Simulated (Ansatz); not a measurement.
`OC(O)=S` and `OC(=S)[SeH]` differ in one atom or group.

Ansatz, PBE0-D4/def2-TZVP geometries, multiplicity 1. Each molecule was computed in one conformer, which needn't be the lowest.

Scalar relativity is left out up to krypton.

| property | `OC(O)=S` |
| --- | --- |
| HOMO–LUMO gap (B3LYP/def2-TZVPP) / eV | 5.53 |
| LUMO energy (PBE/def2-TZVPP) / eV | -1.82 |
| LUMO energy (PBE0/def2-TZVPP) / eV | -0.88 |
| size of the dipole moment (PBE/def2-TZVPP) / D | 3.25 |
| size of the dipole moment (B3LYP/def2-TZVPP) / D | 3.24 |
| HOMO energy (B3LYP/def2-TZVPP) / eV | -6.64 |

Question: Give the same properties after the change, and the shifts. (Best estimate.)

Answer: The calculation gave: 
```csv
property,`OC(=S)[SeH]`,shift
HOMO–LUMO gap (B3LYP/def2-TZVPP) / eV,4.97,-0.56
LUMO energy (PBE/def2-TZVPP) / eV,-2.48,-0.66
LUMO energy (PBE0/def2-TZVPP) / eV,-1.64,-0.76
size of the dipole moment (PBE/def2-TZVPP) / D,2.12,-1.13
size of the dipole moment (B3LYP/def2-TZVPP) / D,2.09,-1.15
HOMO energy (B3LYP/def2-TZVPP) / eV,-6.80,-0.16
```

With PBE0 the HOMO falls by 0.16 eV and the LUMO falls by 0.76 eV, so the gap narrows by about 0.60 eV. PBE moves the HOMO by -0.21 eV and ωB97M-V by -0.12 eV. Dipoles are sizes alone; their direction can turn.

B3LYP here is the variant with VWN-RPA as its local correlation; programs differ in this.

Spin–orbit coupling is left out; it splits and shifts lone-pair levels of the heavy atoms by tenths of an eV.
